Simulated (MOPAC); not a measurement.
MOPAC input (PM6):

```
PM6 PRECISE GNORM=0.05 LET XYZ GEO-OK AUX(PRECISION=9) THREADS=1
FNbO2

Nb    0.04696000 1   -0.06706000 1   -0.18420300 1
O    -1.37568300 1   -0.96807500 1    0.15609500 1
O    -0.43373200 1    1.54784800 1   -0.51969600 1
F     1.39443900 1   -0.20985900 1    1.16234800 1
```

Output:

```
 *******************************************************************************
 **                                                                           **
 **                              MOPAC v23.2.5                                **
 **                                                                           **
 *******************************************************************************
 ** MOPAC's Digital Object Identifier: https://doi.org/10.5281/zenodo.6511958 **
 **                                                                           **
 ** Please cite the open-source release paper for use of this MOPAC version:  **
 ** J. E. Moussa and J. J. P. Stewart (2026)                                  **
 ** MOPAC: An open-source semiempirical molecular orbital program             **
 ** J. Open Source Softw., 11(119), 8025, https://doi.org/10.21105/joss.08025 **
 *******************************************************************************

                              PM6 CALCULATION RESULTS

 *******************************************************************************
 *  PM6        - The PM6 Hamiltonian to be used
 *  GEO-OK     - OVERRIDE INTERATOMIC DISTANCE AND OTHER SAFETY CHECKS
 *  LET        - OVERRIDE SOME SAFETY CHECKS
 *  PRECISE    - TIGHTER CRITERIA TO BE USED
 *  XYZ        - CARTESIAN COORDINATE SYSTEM TO BE USED
 *  GNORM      - EXIT WHEN GRADIENT NORM DROPS BELOW 0.050
 *  AUX        - OUTPUT AUXILIARY INFORMATION
 *******************************************************************************
PM6 PRECISE GNORM=0.05 LET XYZ GEO-OK AUX(PRECISION=9) THREADS=1
 FNbO2

   ATOM   CHEMICAL          X               Y               Z
  NUMBER   SYMBOL      (ANGSTROMS)     (ANGSTROMS)     (ANGSTROMS)

     1      Nb          0.04696000  *  -0.06706000  *  -0.18420300  *
     2       O         -1.37568300  *  -0.96807500  *   0.15609500  *
     3       O         -0.43373200  *   1.54784800  *  -0.51969600  *
     4       F          1.39443900  *  -0.20985900  *   1.16234800  *

          CARTESIAN COORDINATES

    NO.       ATOM           X           Y           Z

     1        Nb          0.0470     -0.0671     -0.1842
     2         O         -1.3757     -0.9681      0.1561
     3         O         -0.4337      1.5478     -0.5197
     4         F          1.3944     -0.2099      1.1623

 General Reference for PM6:
 "Optimization of Parameters for Semiempirical Methods V: Modification of NDDO Approximations
 and Application to 70 Elements", J. J. P. Stewart, J. Mol. Mod., 13, 1173-1213 (2007)
 URL: https://link.springer.com/article/10.1007/s00894-007-0233-4

           Empirical Formula: O2 Nb F  =     4 atoms

      MOLECULAR POINT GROUP   :   Cs

      RHF CALCULATION, NO. OF DOUBLY OCCUPIED LEVELS = 12

          Geometry optimization using EF

          DIAGONAL MATRIX USED AS START HESSIAN

 CYCLE:     1  GRAD.:    66.994 HEAT: -129.5806
 CYCLE:     2  GRAD.:   178.049 HEAT: -125.6401
 CYCLE:     3  GRAD.:    81.811 HEAT: -136.9638
 CYCLE:     4  GRAD.:   765.057 HEAT: -70.65631
 CYCLE:     5  GRAD.:    61.012 HEAT: -139.2447
 CYCLE:     6  GRAD.:    41.569 HEAT: -139.7488
 CYCLE:     7  GRAD.:    12.397 HEAT: -140.4442
 CYCLE:     8  GRAD.:     7.219 HEAT: -140.4820
 CYCLE:     9  GRAD.:    23.037 HEAT: -140.3899
 CYCLE:    10  GRAD.:     6.118 HEAT: -140.4858
 CYCLE:    11  GRAD.:     3.465 HEAT: -140.4967
 CYCLE:    12  GRAD.:     0.215 HEAT: -140.5010
 CYCLE:    13  GRAD.:     0.028 HEAT: -140.5010

     GRADIENT =  0.02762 IS LESS THAN CUTOFF =  0.05000

 -------------------------------------------------------------------------------
 PM6 PRECISE GNORM=0.05 LET XYZ GEO-OK AUX(PRECISION=9) THREADS=1
 FNbO2

     GEOMETRY OPTIMISED USING EIGENVECTOR FOLLOWING (EF).
     SCF FIELD WAS ACHIEVED

                              PM6 CALCULATION
                                                       MOPAC v23.2.5 Linux

          FINAL HEAT OF FORMATION =       -140.50104 KCAL/MOL =    -587.85633 KJ/MOL

          COSMO AREA              =        142.67 SQUARE ANGSTROMS
          COSMO VOLUME            =        155.55 CUBIC ANGSTROMS

          GRADIENT NORM           =          0.02762          =       0.01381 PER ATOM
          IONIZATION POTENTIAL    =         10.508188 EV
          HOMO LUMO ENERGIES (EV) =        -10.508 -1.135
          NO. OF FILLED LEVELS    =         12
          MOLECULAR WEIGHT        =        143.9036         POINT GROUP:  Cs

          MOLECULAR DIMENSIONS (Angstroms)

            Atom       Atom       Distance
            F     4    O     2     2.75233
            O     3    O     2     2.34314
           Nb     1    O     2     0.84052

          SCF CALCULATIONS        =         14

   ATOM   CHEMICAL          X               Y               Z
  NUMBER   SYMBOL      (ANGSTROMS)     (ANGSTROMS)     (ANGSTROMS)

     1      Nb          0.08967676  *  -0.12812789  *  -0.35190435  *
     2       O         -1.29818796  *  -0.90513222  *   0.32119682  *
     3       O         -0.38557749  *   1.53223240  *  -0.33357378  *
     4       F          1.18466919  *  -0.11824582  *   1.21088739  *

                             CARTESIAN COORDINATES

   1   Nb        0.089676756    -0.128127889    -0.351904350
   2    O       -1.298187961    -0.905132218     0.321196821
   3    O       -0.385577488     1.532232396    -0.333573784
   4    F        1.184669189    -0.118245815     1.210887393

           Empirical Formula: O2 Nb F  =     4 atoms

      MOLECULAR POINT GROUP   :   Cs

                  EIGENVALUES
 -39.45860 -28.01121 -27.31942 -15.30412 -15.21289 -14.51447 -14.17346 -13.29088
 -12.59547 -12.33848 -12.19346 -10.50819  -1.13534  -0.10043   0.46886   1.28650
   1.39306   3.04948   4.52804   5.68065   5.97050

              NET ATOMIC CHARGES AND DIPOLE CONTRIBUTIONS

  ATOM NO.   TYPE          CHARGE      No. of ELECS.   s-Pop       p-Pop       d-Pop
    1         Nb           0.903253        4.0967     0.62590     0.46455     3.00630
    2          O          -0.307632        6.3076     1.79371     4.51392
    3          O          -0.307633        6.3076     1.79371     4.51392
    4          F          -0.287987        7.2880     1.94833     5.33966
 DIPOLE           X         Y         Z       TOTAL
 POINT-CHG.     1.238    -1.319    -3.183     3.662
 HYBRID         1.437    -0.927    -1.447     2.241
 SUM            2.676    -2.246    -4.631     5.801

          ATOMIC ORBITAL ELECTRON POPULATIONS

     Atom    s        px        py        pz      x^2-y^2     xz        z^2       yz        xy
    1 Nb   0.62590   0.15053   0.19152   0.12250   0.64493   0.61347   0.47608   0.62607   0.64573
    2  O   1.79371   1.54892   1.49807   1.46693
    3  O   1.79371   1.60770   1.46147   1.44475
    4  F   1.94833   1.73150   1.92860   1.67956

 **********************
 *                    *
 * JOB ENDED NORMALLY *
 *                    *
 **********************

 == MOPAC DONE ==
```

The geometry given is a B3LYP-D3(BJ)/def2-TZVP minimum.
